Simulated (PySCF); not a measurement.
Compound: C6H9F.
Cartesian coordinates in Å at the PBE0-D3(BJ)/def2-SVP level; atoms count from 1:
```xyz
16
C6H9F angstrom
C      2.573    0.880    0.868
C      1.714    0.211    0.145
C      0.851   -0.468   -0.567
C     -0.643   -0.234   -0.607
C     -1.060    1.080    0.020
C     -1.379   -1.423   -0.011
F     -0.994   -0.183   -1.957
H      2.814    0.571    1.891
H      3.080    1.768    0.473
H      1.207   -1.298   -1.191
H     -2.148    1.205   -0.073
H     -0.787    1.113    1.083
H     -0.563    1.916   -0.492
H     -1.160   -1.518    1.062
H     -1.075   -2.352   -0.514
H     -2.464   -1.294   -0.145
```

Level: wB97X-D/def2-SVPD in PySCF, non-relativistic, on one gas-phase PBE0-D3(BJ)/def2-SVP geometry that isn't relaxed in the solvent. The solvent is an IEF-PCM continuum (Bondi radii, 1.10 Å for H, scaled by 1.2), and excitations are vertical TDDFT with non-equilibrium linear response and a frozen core. Only the electrostatic response of the medium enters.

Gas-phase singlets (H = HOMO, L = LUMO):

```csv
state,E (eV),λ (nm),f,leading configuration
S1,5.883,211,0.000,H→L 79%
S2,6.221,199,0.000,H-1→L+1 80%
S3,7.269,171,0.005,H→L+1 52%
S4,7.612,163,0.030,H→L+2 81%
S5,7.630,162,0.246,H-1→L+2 54%
```

Q: Give the list for chloroform (ε = 4.711), n² = 2.09.

A: 
```
state  E (eV)  λ (nm)      f  leading configuration  change by rank (eV)
   S1   5.908     210  0.000                H→L 80%               +0.025
   S2   6.221     199  0.000            H-1→L+1 81%                0.000
   S3   7.252     171  0.031              H→L+1 61%               -0.017
   S4   7.406     167  1.264              H-1→L 59%               -0.206
   S5   7.602     163  0.034              H→L+2 82%               -0.028
```

Q: How do the frontier levels move from gas to chloroform?

A: 
| orbital | gas (eV) | solvent (eV) | change (eV) |
| --- | --- | --- | --- |
| LUMO+2 | 2.24 | 2.34 | +0.10 |
| LUMO+1 | 1.87 | 1.92 | +0.05 |
| LUMO | 1.79 | 1.87 | +0.08 |
| HOMO | -9.55 | -9.50 | +0.05 |
| HOMO-1 | -9.71 | -9.66 | +0.05 |
| HOMO-2 | -11.45 | -11.44 | +0.01 |
| HOMO-3 | -11.84 | -11.83 | +0.01 |

The HOMO–LUMO gap goes from 11.34 to 11.38 eV.
